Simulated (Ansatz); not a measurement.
The same path of Cl₂H₄O₃Ti (10 atoms, charge 0, multiplicity 1) was run twice with different band settings. Lost on the way: Ti1–Cl2, O8–H10. Made: Cl2–H10.

These are results of RHF/def2-SVP (Ansatz), not measurements.

Relaxed end points:

```xyz
10
Properties=species:S:1:pos:R:3
Ti -0.090 0.072 0.250
Cl -0.444 -0.257 2.492
Cl 1.905 -0.442 -0.757
O -1.001 1.373 -0.479
H -1.769 1.300 -1.027
O -0.983 -1.299 -0.324
H -1.038 -2.242 -0.314
O 1.221 1.719 1.105
H 2.121 1.717 0.804
H 1.212 1.801 2.050
```

```xyz
10
Properties=species:S:1:pos:R:3
Ti 0.228 0.369 -0.483
Cl 0.138 -0.583 3.538
Cl 1.856 -0.448 -1.795
O -0.778 1.451 -1.415
H -1.609 1.600 -1.836
O -0.705 -0.929 0.205
H -0.864 -1.380 1.023
O 0.966 1.261 0.874
H 1.283 2.144 0.990
H 0.620 0.257 2.699
```

Common settings: spring 5.0 eV/Å²; optimiser quadratic models (default); start path through a guess of the saddle point; force threshold 0.03 eV/Å; iteration limit 60; end points relaxed.

| run | movable images | climbing image |
| --- | --- | --- |
| 1 | 9 | yes |
| 2 | 4 | no |

Task: What does each run give, and how far can it be trusted?

Result: Run 1: converged after 34 iterations, highest image 1.133 eV above the first end. A vibrational analysis at the climbing image gives one clearly imaginary mode, 1244i cm⁻¹: a first-order saddle point.
Run 2: converged after 50 iterations, highest image 0.632 eV above the first end. No image climbed, so the highest image needn't sit at the top of the path. A band with more images between the same ends climbed to 1.13 eV, so this one has probably stepped over the top.
The orbitals stay closed-shell, which can raise the energy where a bond breaks towards radicals; this wasn't checked here.
